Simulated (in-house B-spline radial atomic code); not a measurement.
# Binding energies in the bismuth ion Bi⁸⁺

NIST's tabulated ground configuration is [Xe] 4f14 5d7; each binding energy is the energy of the ion with one electron taken from that subshell, relaxed, less that of the parent. Method: Dirac-Hartree-Fock, average of configuration, Fermi nucleus of rms radius 5.5211 fm. Calculated with a radial B-spline atomic code at the basis-set limit. Energies include first-order Breit, QED and recoil terms.

| subshell | X-ray name | binding energy (eV) | -ε (eV) | relaxation (eV) |
| --- | --- | --- | --- | --- |
| 1s | K | 90655.4 | 91262.4 | 92.1 |
| 2s | L1 | 16526.9 | 16647.9 | 53.7 |
| 3s | M1 | 4138.9 | 4181.6 | 28.6 |
| 3p1/2 | M2 | 3834 | 3877.1 | 30.0 |
| 3p3/2 | M3 | 3315.2 | 3350.4 | 27.6 |
| 4s | N1 | 1076.6 | 1090.5 | 10.6 |
| 4p1/2 | N2 | 943.7 | 957.1 | 10.6 |
| 4p3/2 | N3 | 814.8 | 825.6 | 9.3 |
| 5s | O1 | 292.7 | 295.4 | 1.9 |
| 4f5/2 | N6 | 291.5 | 300.4 | 9.0 |
| 4f7/2 | N7 | 286.2 | 294.7 | 8.8 |
| 5p1/2 | O2 | 243.4 | 245.7 | 1.8 |
| 5p3/2 | O3 | 217.3 | 218.9 | 1.4 |
| 5d | O4,5 | 143.9 | 144.9 | 0.9 |

Relaxation = -ε minus the binding energy without Breit, QED and recoil terms.

Emission lines follow as differences of binding energies, with λ = 12398.42 eV·Å / E:

```
 line       holes  energy (eV)  wavelength (Å)
 K-M3  1s → 3p3/2      87340.2         0.14196
L1-M3  2s → 3p3/2      13211.7         0.93844
```

Q: What does it cost to remove both a 4f5/2 and a 5s electron?

A: 612.4 eV, which is 28.11 eV more than the two single binding energies together.

Q: What does it cost to remove both a 1s and a 3p1/2 electron?

A: 94648 eV, which is 159 eV more than the two single binding energies together.

Q: What does it cost to remove both a 5p1/2 and a 5d electron?

A: 408.03 eV, which is 20.73 eV more than the two single binding energies together.
